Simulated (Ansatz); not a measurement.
Geometry optimisation, RKS PBE/def2-SVP (Ansatz).

Input:

```yaml
crystal:
  periodic: [false, false, false]
  atoms:
    - { symbol: B, position_ang: [-0.4084, 2.0885, 0.4079] }
    - { symbol: O, position_ang: [0.3216, 1.2515, -0.4702] }
    - { symbol: P, position_ang: [1.098, 0.1676, 0.604] }
    - { symbol: Si, position_ang: [0.2867, -1.6272, -0.2701] }
    - { symbol: O, position_ang: [-1.4411, -1.7221, 0.1608] }
    - { symbol: H, position_ang: [0.0093, 3.1615, 0.7875] }
    - { symbol: H, position_ang: [-1.5443, 1.8547, 0.6756] }
    - { symbol: H, position_ang: [2.3665, 0.0871, -0.2058] }
    - { symbol: H, position_ang: [0.9133, -2.8166, 0.2723] }
    - { symbol: H, position_ang: [0.329, -1.5769, -1.708] }
    - { symbol: H, position_ang: [-1.8653, -0.925, -0.2333] }
basis:
  gaussian: { orbitals: def2-SVP }
hamiltonian:
  xc: pbe
relax:
  f_tol: 0.02
  max_steps: 50
```

Launched with:

```bash
$ ansatz run input.yaml --threads 2 --pin off --max-ram 3072MiB --backend cpu --events-out ev --progress --plain --runs-dir out
```

Problem. Where does it end, and by what steps?

Solution. The run converged. After 41 steps the energy has fallen by 1.103 eV; H8 moved furthest, 1.77 Å.

| step | energy less start (eV) | largest force component (eV/Å) | accepted |
| --- | --- | --- | --- |
| 0 | 0.0000 | 3.406 | yes |
| 2 | -0.4310 | 0.522 | yes |
| 4 | -0.5359 | 0.731 | yes |
| 6 | -0.7139 | 1.168 | yes |
| 8 | -0.9487 | 0.660 | yes |
| 10 | -0.9836 | 0.430 | no |
| 12 | -1.0310 | 0.144 | yes |
| 14 | -1.0375 | 0.035 | yes |
| 16 | -1.0414 | 0.148 | yes |
| 18 | -1.0437 | 0.091 | yes |
| 20 | -1.0467 | 0.265 | yes |
| 22 | -1.0544 | 0.029 | yes |
| 24 | -1.0572 | 0.360 | yes |
| 26 | -1.0778 | 0.385 | yes |
| 28 | -1.0746 | 0.359 | no |
| 30 | -1.0953 | 0.102 | yes |
| 32 | -1.0989 | 0.087 | yes |
| 34 | -1.1013 | 0.059 | yes |
| 36 | -1.1024 | 0.053 | yes |
| 38 | -1.1030 | 0.039 | yes |
| 40 | -1.1032 | 0.042 | yes |
| 41 | -1.1034 | 0.012 | yes |

```xyz
11
Properties=species:S:1:pos:R:3
B -0.497 2.086 0.923
O -0.277 1.038 0.081
P 1.326 0.346 -0.134
Si 0.407 -1.769 -0.236
O -1.110 -1.584 -0.928
H 0.424 2.601 1.536
H -1.653 2.459 1.014
H 1.307 0.440 -1.577
H 0.347 -2.313 1.168
H 1.251 -2.672 -1.086
H -1.460 -0.689 -0.740
```

Whether the end is a true minimum wasn't checked by a vibrational analysis.

Run time: 92 s on 2 threads of Intel(R) Xeon(R) Platinum 8259CL CPU @ 2.50GHz (Skylake/Cascade Lake), on a shared host, peak memory 0.17 GiB.
